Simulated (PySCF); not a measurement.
silylphosphine (H5PSi), SMILES P[SiH3]. Atoms are numbered in the order given.

```xyz
7

Si    -1.0894    -0.0065     0.0000
P      1.1620     0.1188     0.0000
H     -1.5898     0.6973     1.2093
H     -1.5898     0.6973    -1.2093
H     -1.6126    -1.3978     0.0000
H      1.3065    -0.8446     1.0343
H      1.3065    -0.8446    -1.0343
```

The structure is a stationary point at PBE0-D3(BJ)/def2-TZVP.

Method: B3LYP/def2-TZVPD (PySCF).

Symmetry labels are those of the subgroup Cs that the program uses (full group Cs).

**Question.** List the valence orbital energies around the gap with their symmetry. (The exact figures need the calculation; the answer reports its results.)

**Answer.** 
```tsv
orbital	symmetry	energy (eV)
HOMO−7	A'	-98.97
HOMO−6	A'	-17.73
HOMO−5	A'	-14.34
HOMO−4	A"	-10.92
HOMO−3	A'	-10.00
HOMO−2	A"	-9.55
HOMO−1	A'	-8.96
HOMO	A'	-7.43
LUMO	A'	-0.29
LUMO+1	A'	-0.20
LUMO+2	A"	0.08
LUMO+3	A'	0.61
```
